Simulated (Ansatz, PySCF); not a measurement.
This PySCF input computes a BLYP/def2-TZVPD energy:

```python
from pyscf import gto, scf, dft

mol = gto.M(
    atom='''
    Ge   -0.38631198    0.31693789   -0.30276315
    O    -1.59573108   -0.84364772   -0.35082464
    Cl    1.47810778   -0.19957827    0.73500107
    ''',
    basis='def2-tzvpd',
    charge=0,
    spin=1,
    verbose=4,
)

mf = dft.UKS(mol, xc='blyp').density_fit(auxbasis='def2-universal-jkfit')
mf.grids.level = 3
mf.conv_tol = 1e-9
mf.max_cycle = 100
mf.max_memory = 1500
mf.kernel()
if not mf.converged:
    mf = mf.newton()
    mf.kernel(mf.make_rdm1())
for _ in range(2):
    mo, _, stable, _ = mf.stability(return_status=True)
    if stable:
        break
    mf.kernel(mf.make_rdm1(mo, mf.mo_occ))
mf.analyze()
```

Question: Write an input for the same energy in Ansatz (an electronic-structure program) and say what it gives.

Answer: 
Ansatz 0.2 input:
```yaml
crystal:
  periodic: [false, false, false]
  atoms:
    - {symbol: Ge, position_ang: [-0.38631198, 0.31693789, -0.30276315]}
    - {symbol: O, position_ang: [-1.59573108, -0.84364772, -0.35082464]}
    - {symbol: Cl, position_ang: [1.47810778, -0.19957827, 0.73500107]}
basis:
  gaussian:
    orbitals: def2-TZVPD
hamiltonian:
  xc: {name: BLYP}
magnetization: {spin_polarized: true, initial_magnetization: 1}
output: {forces: true}
```
It gives -2612.54151 Eh, and PySCF -2612.54155 Eh, a difference of 0.04 mEh, from the treatment of integrals and grids.

It need not be the lowest isomer of its formula.
